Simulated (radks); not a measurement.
Polarisability of the gallium ion Ga+, [Ar] 3d10 4s2, at imaginary frequency. All-electron calculation, scalar-relativistic Kohn-Sham, LDA (Slater exchange, Perdew-Wang correlation), spin-polarised, spherical densities, finite nucleus; Fermi nuclear charge, rms radius 3.9973 fm. Program: a radial shooting solver on a logarithmic mesh with Libxc functionals. Response by self-consistent Sternheimer equations with the Hartree and adiabatic LDA kernel, the relativistic mass of each level held fixed and spin-orbit coupling left out.

w (hartree)  alpha1(iw) (bohr^3)  alpha2(iw) (bohr^5)
0.00266                    16.70                73.39
0.0143                     16.68                73.34
0.0360                     16.53                73.08
0.0697                     16.09                72.24
0.118                      15.06                70.18
0.186                      13.21                65.95
0.280                      10.58                58.51
0.413                      7.672                47.52
0.605                      5.126                34.32
0.892                      3.240                21.71
1.35                       1.969                12.01
2.12                       1.138                5.815
3.59                      0.5906                2.404
6.94                      0.2406               0.7722
17.5                     0.05612               0.1434

Static values: alpha1 = 16.70 bohr^3 (2.475 angstrom^3; uncoupled 29.58), alpha2 = 73.39 bohr^5, alpha3 = 602.4 bohr^7. C6 = 83.53, C8 = 2172, triple-dipole C9 = 985.1 atomic units. One-pole (London) frequency 4 C6 / (3 alpha1^2) = 0.399 hartree, against 0.612 for minus the highest occupied eigenvalue.
